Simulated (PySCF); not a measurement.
Mean harmonic wavenumber (cm⁻¹) of eight compounds of closed-shell metals: PBE-D3(BJ) beside B3LYP-D3(BJ), computed with PySCF for isolated molecules in the bases named; differences from unrounded values. The eight are the first of their class met in an unordered collection, after screening for sound electronic states; none was chosen by its value. Each level has its own optimised geometry.

```json
[
 {"molecule": "Al(AsH2)2(H) (AlAs₂H₅), SMILES [AsH2][AlH][AsH2]", "basis": "def2-SVP", "B3LYP-D3(BJ)": "921", "PBE-D3(BJ)": "?", "difference": "?"},
 {"molecule": "Al(Cl)(SeH)2 (AlClH2Se2), SMILES [Cl][Al]([SeH])[SeH]", "basis": "def2-SVP", "B3LYP-D3(BJ)": "674", "PBE-D3(BJ)": "656", "difference": "-18"},
 {"molecule": "C₄H₉Al, SMILES C=C[CH2][AlH][CH3]", "basis": "def2-SVP", "B3LYP-D3(BJ)": "1362", "PBE-D3(BJ)": "1328", "difference": "-35"},
 {"molecule": "Al(NHMe)(OH)2 (CH₆AlNO₂), SMILES [OH][Al]([NH]C)[OH]", "basis": "def2-SVP", "B3LYP-D3(BJ)": "1317", "PBE-D3(BJ)": "?", "difference": "?"},
 {"molecule": "AlH₆NO₂Si, SMILES N[SiH2][Al]([OH])[OH]", "basis": "def2-SVP", "B3LYP-D3(BJ)": "1140", "PBE-D3(BJ)": "1110", "difference": "-30"},
 {"molecule": "Al(All)(Cl)(H) (C3H6AlCl), SMILES C([CH2][AlH][Cl])=C", "basis": "def2-SVP", "B3LYP-D3(BJ)": "1269", "PBE-D3(BJ)": "1236", "difference": "-34"},
 {"molecule": "Al(H)(OMe)2 (C2H7AlO2), SMILES [AlH]([O]C)[O]C", "basis": "def2-SVP", "B3LYP-D3(BJ)": "1325", "PBE-D3(BJ)": "?", "difference": "?"},
 {"molecule": "Zn(OMe)(SH) (CH₄OSZn), SMILES C[O][Zn][SH]", "basis": "def2-SVP", "B3LYP-D3(BJ)": "1209", "PBE-D3(BJ)": "1178", "difference": "-31"}
]
```

### Question
Complete the blanks. (An estimate is asked for; the answer gives what the named calculation found.)

### Answer

- Al(NHMe)(OH)2 (CH₆AlNO₂), SMILES [OH][Al]([NH]C)[OH], PBE-D3(BJ): 1282
- Al(NHMe)(OH)2 (CH₆AlNO₂), SMILES [OH][Al]([NH]C)[OH], difference: -35
- Al(H)(OMe)2 (C2H7AlO2), SMILES [AlH]([O]C)[O]C, PBE-D3(BJ): 1288
- Al(H)(OMe)2 (C2H7AlO2), SMILES [AlH]([O]C)[O]C, difference: -37
- Al(AsH2)2(H) (AlAs₂H₅), SMILES [AsH2][AlH][AsH2], PBE-D3(BJ): 893
- Al(AsH2)2(H) (AlAs₂H₅), SMILES [AsH2][AlH][AsH2], difference: -27

PBE-D3(BJ) lies below B3LYP-D3(BJ) in 8 and above it in 0 of the eight; the mean signed difference is -31 and the largest -37 cm⁻¹.
